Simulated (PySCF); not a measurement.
O2Se, charge +1, doublet, geometry from GFN2-xTB (a state made from the parent by changing its charge; the spin is typed, not shown lowest). Base run: CAMB3LYP/6-31G** in PySCF.

Geometry (Å):
```xyz
3

O     -1.3423     0.4569     0.0234
Se     0.0121    -0.2448    -0.0205
O      1.2908     0.5837     0.0637
```
Charge +1, spin multiplicity 2.
Orbitals are unrestricted.
All else is at PySCF's defaults.
Base energy -2551.23662 Eh.

Each row names what was changed in the base input (with any setting that the change needs).

| change | ΔE vs base (µEh) | grid points | electrons on the grid | outcome |
|---|---|---|---|---|
| base | 0.0 | 48592 | 49.00000 | converged |
| grids.prune = dft.gen_grid.treutler_prune | 0.1 | 45552 | 49.00000 | converged |
| grids.level = 1 | 15.8 | 17696 | 48.99992 | converged |
| grids.prune = dft.gen_grid.sg1_prune | - | - | - | stopped with an error |
| grids.level = 4 | -0.8 | 86712 | 49.00000 | converged |
| grids.atom_grid = (150, 974) | -1.0 | 224976 | 49.00000 | converged |
| grids.radi_method = gauss_chebyshev | -0.6 | 48280 | 49.00000 | converged |
| grids.becke_scheme = stratmann | -2.3 | 48592 | 49.00000 | converged |
| grids.atom_grid = (99, 590) | -0.8 | 90624 | 49.00000 | converged |
| small_rho_cutoff = 0 | 0.0 | 48592 | 49.00000 | converged |
| grids.level = 5 | -0.8 | 130696 | 49.00000 | converged |

Open shells are given as the SCF converged; they aren't shown to be the lowest states, and a large step between rows can be another state.

- grids.prune = dft.gen_grid.sg1_prune: ended with `IndexError: index 34 is out of bounds for axis 0 with size 19`
